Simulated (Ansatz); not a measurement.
`O[Si](O)(F)[SeH]` from Hartree–Fock to CCSD(T)

Cartesian coordinates in Å:
```
O 0.558 -0.216 -1.437
Si -0.169 0.149 -0.027
O -1.759 -0.034 -0.272
F 0.183 1.647 0.370
Se 0.463 -1.135 1.720
H 1.511 -0.319 -1.446
H -2.059 -0.051 -1.183
H 1.271 -0.042 2.275
```

Charge 0, multiplicity 1. Correlated methods include outer-core shells of Se, which these sets cover unevenly. Scalar relativity is left out up to krypton. Geometry: relaxed with PBE0-D4/def2-TZVP. It is one conformer, not always the lowest. Frozen core, restricted reference, Ansatz.

| basis | HF (Eh) | MP2 corr. |
| --- | --- | --- |
| def2-SVP | -2939.29278 | -0.88187 |
| def2-TZVPP | -2940.03679 | -1.11554 |
| def2-QZVPP | -2940.10605 | -1.49390 |

Task: Estimate the CCSD correlation energy and the (T) correction in each basis where they were run (hartree).

Result: 
| basis | CCSD corr. | (T) |
| --- | --- | --- |
| def2-SVP | -0.90126 | -0.01870 |
| def2-TZVPP | -1.12913 | -0.03877 |
